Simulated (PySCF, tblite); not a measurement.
Give a GFN2-xTB geometry of `C1C[C@H]2CCC[C@@H](C1)P2`.

```xyz
24
C8H15P angstrom
C     -2.014    0.066    0.383
C     -1.126    1.304    0.531
C     -0.030    1.400   -0.549
C      1.382    1.208    0.015
C      1.586   -0.126    0.725
C      1.266   -1.318   -0.170
C     -0.155   -1.295   -0.746
C     -1.245   -1.256    0.343
P     -0.397    0.158   -1.898
H     -2.729    0.039    1.209
H     -2.587    0.161   -0.546
H     -1.771    2.184    0.477
H     -0.665    1.306    1.520
H     -0.065    2.395   -1.011
H      1.592    2.020    0.719
H      2.103    1.293   -0.803
H      0.965   -0.163    1.622
H      2.626   -0.198    1.052
H      1.981   -1.349   -0.997
H      1.395   -2.240    0.407
H     -0.278   -2.205   -1.347
H     -0.793   -1.445    1.319
H     -1.967   -2.056    0.166
H      0.913    0.136   -2.413
```

Orientation and origin are arbitrary. Atoms count from 1 in this order. P9 (phosphine phosphorus) is pyramidal (angles 95.3°, 95.3° and 92.6°, sum 283.2°, 0.89 Å off the plane of its three neighbours). Of the pairs four or more bonds apart, P9···H11 is among the closest relative to their van der Waals radii: 2.57 Å, 86 % of the sum of Bondi's values. The 6-membered ring C3–C4–C5–C6–C7–P9 has internal angles of 92.6° to 113.8°; it is puckered, 0.29 Å rms from its mean plane, widest ring torsion 65°. The 6-membered ring C1–C2–C3–P9–C7–C8 has internal angles of 92.6° to 114.2° (sum 651°, against 720° for a flat polygon); it is puckered, 0.41 Å rms from its mean plane, widest ring torsion 65°.

Bonds between heavy atoms (Å): C1–C2 1.530, C2–C3 1.542, C3–C4 1.533, C4–C5 1.525, C5–C6 1.525, C6–C7 1.533, C7–C8 1.542, C7–P9 1.870, C1–C8 1.530, C3–P9 1.870.

Structure optimised with GFN2-xTB, isolated species.

Point group: Cs (tolerance 0.08 Å). Its GFN2-xTB frequencies are all real (lowest 184 cm⁻¹). 2 starts were optimised and ended at 0.00 and 5.60 kcal/mol (GFN2-xTB); the lowest of these is shown.

All values are computed, not measured.
